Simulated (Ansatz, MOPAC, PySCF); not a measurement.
Dimer: HCl (SMILES Cl) (first 2 atoms) with N2 (SMILES N#N); geometry from B3LYP-D3(BJ)/def2-TZVP, rigid monomers moved along the line of their centres of mass till H2···N3 is 2.09 Å.
(charge 0, multiplicity 1):
```xyz
4

Cl    -0.1797    -0.2793    -0.3226
H     -0.1622    -0.2077     0.9591
N     -0.1329    -0.0895     3.0464
N     -0.1167    -0.0278     4.1348
```

Monomers are frozen at their geometry in the pair; levels with a basis set take the counterpoise correction.

Rows in 6-31G* carry no dispersion term and start afresh at each structure (6-31G* with six Cartesian d functions). MP2/6-31G* freezes PySCF's default core. The state that PM7 reach isn't checked; PM7 holds dispersion and hydrogen-bond terms.

Codes used: Ansatz (Gaussian orbitals); MOPAC for PM7 (differences of heats of formation); PySCF for 6-31G* rows, the dispersion terms. Values without a source in brackets are computed.

Q: One of these levels gives -3.0 kJ/mol for the interaction energy. Name it.
(A) r2SCAN-D3(BJ)/def2-TZVPPD
(B) PBE-D4/def2-TZVPPD
(C) MP2/6-31G*
(D) PM7

A: A, r2SCAN-D3(BJ)/def2-TZVPPD. The others give -9.5 (PM7), -5.6 (PBE-D4/def2-TZVPPD), -1.1 (MP2/6-31G*)

Ansatz is a first-principles code.
